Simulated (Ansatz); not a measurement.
Species: [Mo(OH)6] (charge 0, multiplicity 1), formula H6MoO6.

**Question.** How many basis functions does frozen-core CCSD(T)/def2-TZVPP // TPSS-D3(BJ)/def2-SVP (Ansatz, a quantum-chemistry and plane-wave program) use, how many core orbitals are frozen, and how many electrons are correlated?

**Answer.** 326 basis functions and 6 frozen orbitals, which leaves 56 correlated electrons. Core time is of the order of hours.
